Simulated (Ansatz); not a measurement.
A geometry relaxed with B3LYP-D3(BJ)/def2-TZVP in Ansatz (a program for electronic structure), charge 0, multiplicity 2:

```xyz
6

H     -0.3779     1.4390    -0.3270
C      0.0029     0.4536    -0.1009
H      1.8439    -0.9688    -0.0129
S     -1.0635    -0.7680     0.5318
S      1.7049     0.3579     0.1836
H     -2.1103    -0.5137    -0.2745
```

Question: Write the SMILES of this molecule.

Answer: `S[CH]S`
